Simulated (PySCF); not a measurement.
Ge₂H₆N, CH₇AlGe₂, C₂H₈Ge₂ (calculated)

Computed with PySCF 2.14.0. Calculation on a computer-drawn molecule: the log of a Hartree-Fock and frozen-core CCSD(T) single point meant for a local Hartree-Fock minimum, with one planted fault or none, to be diagnosed. Offsets are logged minus clean, where the clean run is the same molecule without the fault. The reference is restricted for singlets and unrestricted otherwise, and also for a bond in bohr or an excited solution. Adding or removing an electron swaps singlet and doublet. The excited solution moves the top pair (singlet) or top alpha electron (doublet) to the lowest empty orbital. Highest occupied and lowest empty are orbital energies over both spins, largest force is the largest gradient component, triples share is (T) over the correlation energy, the T1 limit is 0.02 restricted and 0.045 unrestricted, electrons count all cores, a negative frequency is imaginary (commonest isotopes), and the dipole is about the centre of nuclear charge; on germanium a core potential holds 10 electrons, which the energies leave out, and 3d is frozen in MP2 and coupled-cluster steps.

Common to all runs: meant multiplicity 1; meant basis and core potential on germanium cc-pVDZ-PP ECP10MDF; logged SCF converged yes; logged CC converged yes; logged SCF stable within its kind yes; possible faults no fault, one electron removed, one electron added, multiplicity raised by two, geometry at a saddle point, SCF held on an excited solution, minimal basis STO-3G, one bond length entered in bohr, all coordinates scaled.

```yaml
- entry: 1
  formula: Ge2H6N
  logged_structure:
    atoms_angstrom:
      - [Ge, 0.6857, -0.4235, 1.618]
      - ["N", -0.6589, -1.0369, 0.7293]
      - [Ge, -0.7543, -1.8055, -1.0462]
      - [H, 0.4672, 0.125, 3.0052]
      - [H, 2.0414, -0.4615, 0.9631]
      - [H, -1.5439, -0.9879, 1.2134]
      - [H, 0.6917, -1.744, -1.5099]
      - [H, -1.2772, -3.2133, -0.8398]
      - [H, -1.6901, -0.8979, -1.8198]
  given:
    meant_charge: 1
    meant_basis: cc-pVDZ
    logged_electrons: 76
    logged_basis_functions: 90
    logged_spin_squared: 0.0
    "logged_highest_occupied [eV]": -16.308
    "logged_lowest_empty [eV]": -4.2784
    "logged_largest_force [hartree/bohr]": 3.6142e-05
    "logged_lowest_frequency [cm^-1]": 99.466
    logged_T1_diagnostic: 0.01927
    logged_D1_diagnostic: 0.072612
    logged_triples_share: 0.02851
    "logged_dipole_magnitude [debye]": 3.8563
    "logged_energy_HF [hartree]": -644.44631
    "logged_energy_CCSD(T) [hartree]": -644.85546
    drawn_bonds_atom: [1, 2, 1, 1, 2, 3, 3, 3]
    drawn_bonds_other_atom: [2, 3, 4, 5, 6, 7, 8, 9]
    drawn_bonds_order: [1, 1, 1, 1, 1, 1, 1, 1]
  results:
    planted_fault: "no fault"
    "HF_energy_offset_from_clean_run [kcal/mol]": 0.0
    "CCSD(T)_energy_offset_from_clean_run [kcal/mol]": 0.0
- entry: 2
  formula: CH7AlGe2
  logged_structure:
    atoms_angstrom:
      - [Ge, 0.0318, 1.0943, -2.3576]
      - [C, -0.1952, 1.6527, -0.6864]
      - [Al, -0.6713, 0.5518, 0.8075]
      - [Ge, -1.0556, -1.9232, 0.6134]
      - [H, 0.4108, 1.9997, -3.5244]
      - [H, -0.1327, -0.3556, -2.7842]
      - [H, -0.0385, 2.7227, -0.5546]
      - [H, -0.8368, 1.2063, 2.2419]
      - [H, -0.8763, -2.4948, -0.805]
      - [H, -2.4794, -2.3087, 1.0582]
      - [H, -0.097, -2.7151, 1.5231]
  given:
    meant_charge: 0
    meant_basis: "cc-pV(D+d)Z"
    logged_electrons: 90
    logged_basis_functions: 118
    logged_spin_squared: 0.0
    "logged_highest_occupied [eV]": -8.8059
    "logged_lowest_empty [eV]": 0.79021
    "logged_largest_force [hartree/bohr]": 1.0362e-05
    "logged_lowest_frequency [cm^-1]": 34.031
    logged_T1_diagnostic: 0.014117
    logged_D1_diagnostic: 0.041213
    logged_triples_share: 0.033812
    "logged_dipole_magnitude [debye]": 2.8843
    "logged_energy_HF [hartree]": -870.5594
    "logged_energy_CCSD(T) [hartree]": -871.03395
    drawn_bonds_atom: [1, 2, 3, 1, 1, 2, 3, 4, 4, 4]
    drawn_bonds_other_atom: [2, 3, 4, 5, 6, 7, 8, 9, 10, 11]
    drawn_bonds_order: [2, 1, 1, 1, 1, 1, 1, 1, 1, 1]
  results:
    planted_fault: "no fault"
    "HF_energy_offset_from_clean_run [kcal/mol]": 0.0
    "CCSD(T)_energy_offset_from_clean_run [kcal/mol]": 0.0
- entry: 3
  formula: C2H8Ge2
  logged_structure:
    atoms_angstrom:
      - [Ge, 2.0053, -0.3355, 1.6462]
      - [C, 1.7623, 0.3826, 0.0473]
      - [C, 0.467, 0.5915, -0.6832]
      - [Ge, 0.2997, -0.5802, -2.2725]
      - [H, 3.3914, -0.5152, 2.2338]
      - [H, 0.8577, -0.8292, 2.5099]
      - [H, 2.6599, 0.6977, -0.4769]
      - [H, -0.3977, 0.3996, -0.0441]
      - [H, 0.3823, 1.6248, -1.0346]
      - [H, -0.952, -0.2052, -3.0826]
      - [H, 1.5331, -0.4212, -3.1715]
      - [H, 0.1896, -2.0439, -1.83]
  given:
    meant_charge: 0
    meant_basis: cc-pVDZ
    logged_electrons: 84
    logged_basis_functions: 114
    logged_spin_squared: 2.0294
    "logged_highest_occupied [eV]": -5.8958
    "logged_lowest_empty [eV]": 0.84758
    "logged_largest_force [hartree/bohr]": 0.10263
    logged_T1_diagnostic: 0.013357
    logged_D1_diagnostic: 0.058852
    logged_triples_share: 0.027498
    "logged_dipole_magnitude [debye]": 1.275
    "logged_energy_HF [hartree]": -667.01434
    "logged_energy_CCSD(T) [hartree]": -667.5384
    drawn_bonds_atom: [1, 2, 3, 1, 1, 2, 3, 3, 4, 4, 4]
    drawn_bonds_other_atom: [2, 3, 4, 5, 6, 7, 8, 9, 10, 11, 12]
    drawn_bonds_order: [2, 1, 1, 1, 1, 1, 1, 1, 1, 1, 1]
  results:
    planted_fault: "multiplicity raised by two"
    "HF_energy_offset_from_clean_run [kcal/mol]": 32.88
    "CCSD(T)_energy_offset_from_clean_run [kcal/mol]": 58.01
```
